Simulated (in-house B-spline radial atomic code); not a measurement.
**Excitations of Te4+ by several methods**

Full response, energies in eV; labels give the largest channel, * marks a mixed state, a dash one above the method's threshold, and an imaginary frequency an unstable closed-shell reference. Computed with an all-electron radial atomic-structure program (B-spline basis): linear response of the closed shell [Kr] 4d10 5s2 with each method's own kernel (bare exchange for TDHF, static screening on G0W0 levels for BSE, the adiabatic kernel for functionals); scalar-relativistic (spin-free one-electron X2C), finite nucleus, no spin-orbit coupling, no double excitations, S, P, D and F terms only; shells from n = 3 respond. Only terms of natural parity with L up to 3 were computed.

```csv
method,5s → 5p 3P,5s → 5p 1P,5s → 5d 3D,α (bohr³)
TDHF,8.216,12.886,25.473,8.829
BSE on G0W0@HF,?,?,?,?
LDA VWN5,10.729,14.192,26.776,7.421
PBE,10.444,14.044,26.217,7.582
PBE0,10.004,13.728,26.182,7.889
B3LYP (VWN-RPA),10.226,13.958,26.213,7.652
CAM-B3LYP,?,?,?,?
LC-wPBE,9.664,13.478,26.347,8.053
wB97X,10.702,13.569,27.134,7.962
HSE06,9.992,13.701,26.176,7.899
BHandHLYP,9.700,13.624,26.086,7.99
BLYP,10.488,14.191,26.117,7.434
PBEsol,10.350,13.993,26.302,7.626
BP86,10.355,13.987,26.323,7.625
LDA exchange-only,10.068,14.127,25.883,7.486
B97-1,10.690,13.831,26.867,7.796
RPBE,10.265,13.933,26.025,7.705
OLYP,9.917,13.905,25.756,7.757
```

(1) What does CAM-B3LYP give?

(2) What does BSE on G0W0@HF give?

## Answers

(1) 5s → 5p 3P: 10.092; 5s → 5p 1P: 13.857; 5s → 5d 3D: 26.320; α: 7.723 (eV, bohr³).

(2) 5s → 5p 3P: 9.826; 5s → 5p 1P: 13.924; 5s → 5d 3D: 27.758; α: 7.793 (eV, bohr³).
